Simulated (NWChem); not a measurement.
System: MnHSF, sextet; SMILES [F][Mn][SH]

NWChem input:

```
start job
memory heap 200 mb stack 900 mb global 1100 mb
geometry units angstroms noautoz
  Mn    -0.174797    -0.459647     0.000000
  F     -0.272709    -2.239187     0.000000
  S     -0.061761     1.815944     0.000000
  H     -1.408233     1.958414     0.000000
end
basis spherical
  Mn library def2-svp
  F library def2-svp
  S library def2-svp
  H library def2-svp
end
dft
  odft
  mult 6
  xc r2scan
  iterations 150
  mulliken
end
task dft energy
```

In the optimisation the excess spin sits in a' and a" (Cs, its own frame). Geometry: optimised at PBE0/def2-SVP, spin-unrestricted. The spin multiplicity was typed, not searched, and may not be the lowest. No stability test was run on the SCF state.

Give the results of this calculation. (r2SCAN/def2-SVP, spin-unrestricted.) Quantities: energy (Ha); highest occupied level (eV); lowest empty minus highest occupied level, either spin (eV); dipole (D); <S²>.


* **energy (Ha)**: -1649.29
* **highest occupied level (eV)**: -5.81
* **lowest empty minus highest occupied level, either spin (eV)**: 2.80
* **dipole (D)**: 0.84
* **<S²>**: 8.77
